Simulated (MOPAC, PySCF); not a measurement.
C₃H₆Si, SMILES `C[SiH2]C#C`, neutral singlet in the gas phase. 

Cartesian coordinates (Å):
```xyz
10

C      2.5790     0.3451     0.4178
C      1.4797    -0.1066     0.2126
Si    -0.2001    -0.7677    -0.0910
C     -1.4861     0.5327     0.3000
H      3.5502     0.7403     0.5976
H     -0.3858    -1.9643     0.7615
H     -0.2838    -1.1802    -1.5108
H     -2.4910     0.1448     0.1212
H     -1.3436     1.4158    -0.3246
H     -1.4184     0.8401     1.3447
```
Charge 0, multiplicity 1.

All levels are single points at this geometry (B3LYP-D3(BJ)/def2-TZVP); Pople sets use spherical d functions. Orbital energies aren't observables, and empty levels follow the basis.

PBE-D3(BJ)/def2-TZVP in PySCF gives HOMO (eV) = -6.93.

Estimate the HOMO (eV) from each of these levels: B3LYP-D3(BJ)/def2-TZVP in PySCF; B3LYP/6-31G* in PySCF; B3LYP/LANL2DZ in PySCF; BP86/6-31G* in PySCF; M06-2X/6-31G* in PySCF; SVWN5/6-31G* in PySCF; HF/3-21G in PySCF; HF/6-31G* in PySCF; HF/STO-3G in PySCF; AM1 in MOPAC; PM3 in MOPAC; PM6 in MOPAC.


| level | HOMO (eV) |
|---|---|
| B3LYP-D3(BJ)/def2-TZVP in PySCF | -7.90 |
| B3LYP/6-31G* in PySCF | -7.52 |
| B3LYP/LANL2DZ in PySCF | -7.77 |
| BP86/6-31G* in PySCF | -6.64 |
| M06-2X/6-31G* in PySCF | -9.06 |
| SVWN5/6-31G* in PySCF | -6.67 |
| HF/3-21G in PySCF | -10.76 |
| HF/6-31G* in PySCF | -10.63 |
| HF/STO-3G in PySCF | -8.67 |
| AM1 in MOPAC | -10.85 |
| PM3 in MOPAC | -10.28 |
| PM6 in MOPAC | -10.66 |
